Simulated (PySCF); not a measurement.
## Titanium: a sound run and one with changed settings

Sound run: Ti(2+) [Ar] 3d2, Ti(3+) [Ar] 3d1. All numbers are calculated (PySCF 2.14, no relativity, point nucleus, in def2-TZVP (6s4p4d1f, 45 functions)). The sound run starts from symmetry-adapted Hartree-Fock orbitals and uses a fine grid where one is needed.

Changed run: initial guess atom, at most 50 SCF cycles, level shift 2.0 hartree.

| species | method | sound run (hartree) | changed run (hartree) | converged |
| --- | --- | --- | --- | --- |
| Ti(2+) | UHF | -847.71881 | -847.53840 | no |
| Ti(2+) | TPSS | -848.62588 | -848.59205 | no |
| Ti(2+) | MN15 | -848.57642 | -848.40367 | no |
| Ti(3+) | UHF | -846.73648 | -846.73648 | yes |
| Ti(3+) | TPSS | -847.59429 | -847.59429 | yes |
| Ti(3+) | MN15 | -847.57064 | -847.57064 | yes |

A level shift slows the SCF but leaves a converged energy unchanged.
